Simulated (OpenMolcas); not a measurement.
Ionisation energies of tellurium

* Program: OpenMolcas
* Basis: ANO-RCC [10s9p8d5f3g]
* Scalar Hamiltonian: DKH2, point nucleus
* Spin-orbit coupling: RASSI with atomic mean-field integrals over the reference wave functions, term energies averaged over their components

Active shells in each charge state: the valence s, p shells, with orbitals averaged over the low states. Where CASPT2's correlated closed shells are named, they are those of the first ion.

A. CASSCF
B. SS-CASPT2, IPEA 0.25 Eh, imaginary shift 0.1 Eh (closed shells correlated: 4s 4p 4d)

Energies in eV between the lowest computed levels (charge -1 gives the electron affinity), named as in B; reference values from the NIST Atomic Spectra Database with their kind.

```tsv
From	To	A	B	Spin-orbit share in B	Reference
Te- 5s² 5p⁵ ²P°_3/2	Te 5s² 5p⁴ ³P₂	0.992	1.852	-0.123	
Te 5s² 5p⁴ ³P₂	Te+ 5s² 5p³ ⁴S°_3/2	7.785	8.818	+0.200	9.010 (measured)
Te+ 5s² 5p³ ⁴S°_3/2	Te2+ 5s² 5p² ³P₀	17.472	18.344	-0.695	18.600 (measured)
Te2+ 5s² 5p² ³P₀	Te3+ 5s² 5p ²P°_1/2	26.806	27.790	+0.123	27.840 (measured)
Te3+ 5s² 5p ²P°_1/2	Te4+ 5s² ¹S₀	36.362	37.595	+0.685	37.416 (measured)
Te4+ 5s² ¹S₀	Te5+ 5s ²S_1/2	57.116	58.312	+0.000	59.300 (measured)
Te5+ 5s ²S_1/2	Te6+ 4d¹⁰ ¹S₀	68.950	70.684	+0.000	69.100 (theoretical)
```

Error against the reference values, in %:

```tsv
From	Reference	A	B
Te	measured	-13.6	-2.1
Te+	measured	-6.1	-1.4
Te2+	measured	-3.7	-0.2
Te3+	measured	-2.8	+0.5
Te4+	measured	-3.7	-1.7
Te5+	theoretical	-0.2	+2.3
```

Mean absolute error over the 5 measured values: A 1.32 eV, B 0.33 eV. B lies closest.

No diffuse functions were added, so the electron affinity comes out too small, and without dynamic correlation a bound anion can come out unbound.

° marks odd parity.
